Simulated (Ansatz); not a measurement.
Relaxation of H$_{6}$O$_{2}$SSn (10 atoms, charge 0, multiplicity 1), to a largest force component of 0.03 eV/Å in at most 50 steps.

All numbers below come from Ansatz 0.2.0, RKS PBE0/def2-SVP.

```xyz
10
Properties=species:S:1:pos:R:3
Sn -0.094 0.044 0.053
O -0.075 -0.080 2.023
H -0.788 0.418 2.437
H 1.486 0.085 -0.551
H -1.139 1.351 -0.341
O -0.924 -1.638 -0.627
H -1.854 -1.714 -0.379
S 1.456 -2.977 1.363
H 0.376 -2.980 0.541
H 0.846 -2.080 2.215
```

**Question.** Where does it end, and by what steps?

**Answer.** The run converged. After 7 steps the energy has fallen by 0.018 eV; H7 moved furthest, 0.24 Å.

```json
{"step": "0", "energy less start (eV)": "0.0000", "largest force component (eV/Å)": "0.433", "accepted": "yes"}
{"step": "1", "energy less start (eV)": "-0.0118", "largest force component (eV/Å)": "0.350", "accepted": "yes"}
{"step": "2", "energy less start (eV)": "-0.0151", "largest force component (eV/Å)": "0.159", "accepted": "yes"}
{"step": "3", "energy less start (eV)": "-0.0162", "largest force component (eV/Å)": "0.047", "accepted": "yes"}
{"step": "4", "energy less start (eV)": "-0.0169", "largest force component (eV/Å)": "0.056", "accepted": "yes"}
{"step": "5", "energy less start (eV)": "-0.0170", "largest force component (eV/Å)": "0.259", "accepted": "yes"}
{"step": "6", "energy less start (eV)": "-0.0177", "largest force component (eV/Å)": "0.065", "accepted": "yes"}
{"step": "7", "energy less start (eV)": "-0.0179", "largest force component (eV/Å)": "0.012", "accepted": "yes"}
```

```xyz
10
Properties=species:S:1:pos:R:3
Sn -0.090 0.015 0.065
O -0.006 -0.046 2.058
H -0.771 0.369 2.473
H 1.483 0.088 -0.554
H -1.175 1.289 -0.333
O -0.939 -1.680 -0.557
H -1.900 -1.618 -0.598
S 1.465 -2.933 1.360
H 0.334 -3.014 0.618
H 0.891 -2.039 2.202
```

Whether the end is a true minimum wasn't checked by a vibrational analysis.

Time of the run: 27 s on 2 threads of Arm Neoverse V1, on a shared host, peak memory 0.23 GiB.
